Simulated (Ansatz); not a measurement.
`C[Si](C)(C)N` + H–F → `C[Si](C)(C)F` + NH₃ at 500 K and 1 bar (ligand exchange at the Si–N bond).

Computed with Ansatz on PBE0-D4/def2-TZVP structures; ΔE is electronic, products minus reactants. CCSD(T)/CBS is the MP2 limit (def2-TZVPP, def2-QZVPP) plus CCSD(T) − MP2 in def2-TZVPP, frozen cores. This one scheme is used for every species. Each species was taken in one conformer, which may not be the lowest.

```
       species  CCSD(T)/CBS energy (Eh)  H − E (kJ/mol)  S (J/(mol·K))
`C[Si](C)(C)N`               -464.63944           420.5          465.5
           H–F               -100.39570            39.4          188.7
`C[Si](C)(C)F`               -508.56386           353.1          431.4
           NH₃                -56.50880           108.2          211.8
```

H − E and S are ideal-gas, rigid-rotor, harmonic terms from PBE0-D4/def2-TZVP, for one conformer and one mirror image of each species. 1 Eh = 2625.50 kJ/mol, R = 8.31446 J/(mol·K).

Problem. By hand: ΔE, ΔH, ΔS and ΔG.

Solution. ΔE = (-508.56386) + (-56.50880) − (-464.63944) − (-100.39570) = -0.03752 Eh = -98.5 kJ/mol. Δ(H − E) = 353.1 + 108.2 − 420.5 − 39.4 = 1.4, so ΔH = -97.1 kJ/mol. ΔS = 431.4 + 211.8 − 465.5 − 188.7 = -11.0 J/(mol·K). ΔG = -97.1 − 500 × (-11.0)/1000 = -91.6 kJ/mol.

Problem. By hand: the equilibrium constant, and the temperature at which ΔG would vanish if ΔH and ΔS stayed fixed.

Solution. log₁₀ K = −ΔG/(RT ln 10) = 9.6. ΔG = 0 at ΔH/ΔS = 8827 K, far beyond where these terms or the molecules hold.

The number of gas molecules stays the same, so ΔS is small and ΔH decides. A doubt of 5 kJ/mol in ΔE shifts log₁₀ K by 0.5 here. Other conformers and mirror images would add mixing entropy, several J/(mol·K) or more a flexible species. These are equilibria of isolated gas molecules and say nothing of rates. Largest T1 diagnostic: 0.010 (customary marks: 0.02 for closed shells, 0.045 for open ones).
